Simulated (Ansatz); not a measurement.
Program: Ansatz. Geometries: PBE0-D4/def2-TZVP. ΔE: electronic, gas phase. CCSD(T)/CBS is the MP2 limit (def2-TZVPP, def2-QZVPP) plus CCSD(T) − MP2 in def2-TZVPP, frozen cores. This one scheme is used for every species. One conformer a species, not always the lowest.

Reaction (ligand exchange at a B–O bond): `CBO` + `CCS` → `CBSCC` + H₂O

```tsv
species	CCSD(T)/CBS(def2) energy (Eh)
`CBO`	-141.08489
`CCS`	-477.49091
`CBSCC`	-542.18088
H₂O	-76.37941
```

Problem. Work out ΔE.

Solution. ΔE = (-542.18088) + (-76.37941) − (-141.08489) − (-477.49091) = 0.01551 Eh = +9.7 kcal/mol.

Largest T1 diagnostic among the species: 0.012.

In def2-TZVPP, CCSD(T) changes the Hartree–Fock value by −4.8 kcal/mol (the triples alone add −1.0 kcal/mol) and MP2 by −5.9 kcal/mol. The D4 term adds −1.7 kcal/mol with B3LYP and −1.0 kcal/mol with PBE0; it sums over pairs of atoms, weighted by their polarisabilities, and B3LYP, whose exchange is more repulsive, gets the larger term.

B3LYP here is the variant with VWN-RPA as its local correlation; programs differ in this.
